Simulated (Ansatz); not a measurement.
Start from `[NH2][Ga]([SH])[SH]` and change one atom or group to get `[SH][Ga]([SH])[Br]`.

Ansatz, PBE0-D4/def2-TZVP geometries, multiplicity 1. Each molecule was computed in one conformer, which needn't be the lowest.

Scalar relativity is left out up to krypton.

```json
{"property": "HOMO–LUMO gap (B3LYP/def2-TZVPP) / eV", "`[NH2][Ga]([SH])[SH]`": "6.35"}
{"property": "size of the dipole moment (ωB97M-V/def2-TZVPP) / D", "`[NH2][Ga]([SH])[SH]`": "0.56"}
{"property": "HOMO energy (PBE/def2-TZVPP) / eV", "`[NH2][Ga]([SH])[SH]`": "-6.00"}
{"property": "HOMO energy (B3LYP/def2-TZVPP) / eV", "`[NH2][Ga]([SH])[SH]`": "-7.09"}
{"property": "HOMO–LUMO gap (ωB97M-V/def2-TZVPP) / eV", "`[NH2][Ga]([SH])[SH]`": "10.97"}
{"property": "HOMO–LUMO gap (PBE0/def2-TZVPP) / eV", "`[NH2][Ga]([SH])[SH]`": "6.92"}
```

Q: What does the change do to each property? (An estimate is asked.)

A: The calculation gave: 
```json
{"property": "HOMO–LUMO gap (B3LYP/def2-TZVPP) / eV", "`[SH][Ga]([SH])[Br]`": "5.92", "shift": "-0.43"}
{"property": "size of the dipole moment (ωB97M-V/def2-TZVPP) / D", "`[SH][Ga]([SH])[Br]`": "0.20", "shift": "-0.36"}
{"property": "HOMO energy (PBE/def2-TZVPP) / eV", "`[SH][Ga]([SH])[Br]`": "-6.66", "shift": "-0.66"}
{"property": "HOMO energy (B3LYP/def2-TZVPP) / eV", "`[SH][Ga]([SH])[Br]`": "-7.61", "shift": "-0.52"}
{"property": "HOMO–LUMO gap (ωB97M-V/def2-TZVPP) / eV", "`[SH][Ga]([SH])[Br]`": "10.53", "shift": "-0.44"}
{"property": "HOMO–LUMO gap (PBE0/def2-TZVPP) / eV", "`[SH][Ga]([SH])[Br]`": "6.47", "shift": "-0.45"}
```

With PBE0 the HOMO falls by 0.53 eV and the LUMO falls by 0.98 eV, so the gap narrows by about 0.45 eV. PBE moves the HOMO by -0.66 eV and ωB97M-V by -0.39 eV. Dipoles are sizes alone; their direction can turn.

B3LYP here is the variant with VWN-RPA as its local correlation; programs differ in this.

Spin–orbit coupling is left out; it splits and shifts lone-pair levels of the heavy atoms by tenths of an eV.
